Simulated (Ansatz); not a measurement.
Compare A (`CC1([SiH3])BC1`) with its isomer B (`C[SiH]1BCC1`).

Gas-phase electronic energies from Ansatz, PBE0-D4/def2-TZVP geometries. CBS: MP2 limit from def2 TZ/QZ plus the TZ coupled-cluster correction, frozen cores. Functionals use def2-TZVPP. B3LYP here is the variant with VWN-RPA as its local correlation; programs differ in this.

Problem. Which is lower in electronic energy at CCSD(T)/CBS, and by how much? (Best estimate.)

Solution. Computed: B, by 13.9 kcal/mol.

Problem. Give E(B) − E(A) in kcal/mol with B3LYP-D4, r2SCAN-D4, B2PLYP, B3LYP, PBE-D4, MP2/def2-TZVPP, CCSD(T)/def2-TZVPP. (Best estimate.)

Solution. The calculation gave: B3LYP-D4 -12.3, r2SCAN-D4 -13.0, B2PLYP -12.6, B3LYP -12.6, PBE-D4 -14.2, MP2/def2-TZVPP -12.2, CCSD(T)/def2-TZVPP -13.7. None reverses the order clearly.

Largest T1 diagnostic: 0.011.

In def2-TZVPP, CCSD(T) changes the Hartree–Fock value by −2.4 kcal/mol (the triples alone add −0.1 kcal/mol) and MP2 by −0.8 kcal/mol.
